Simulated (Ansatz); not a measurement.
Program: Ansatz 0.2.0.

A structure relaxed at PBE0-D4/def2-TZVP, charge 0, multiplicity 1:

| atom | x (Å) | y (Å) | z (Å) |
| --- | --- | --- | --- |
| C1 | 0.908 | -0.105 | -1.181 |
| As2 | -0.870 | 0.502 | -0.595 |
| C3 | -0.592 | 0.284 | 1.341 |
| H4 | 1.634 | 0.676 | -0.951 |
| H5 | 0.898 | -0.258 | -2.261 |
| H6 | 1.204 | -1.030 | -0.686 |
| H7 | -1.554 | -0.848 | -0.793 |
| H8 | 0.063 | 1.084 | 1.689 |
| H9 | -1.549 | 0.375 | 1.855 |
| H10 | -0.142 | -0.680 | 1.581 |

Task: Give its formula and SMILES.

Result: C2H7As, `C[AsH]C`.

Task: Point group (tolerance 0.08 Å, 0.16 Å for H)?

Result: Cs.

Task: Summarise the bond lengths by kind.

Result: 2 × As–C 1.968 Å; 6 × C–H 1.090 to 1.091 Å; 1 × As–H 1.527 Å.
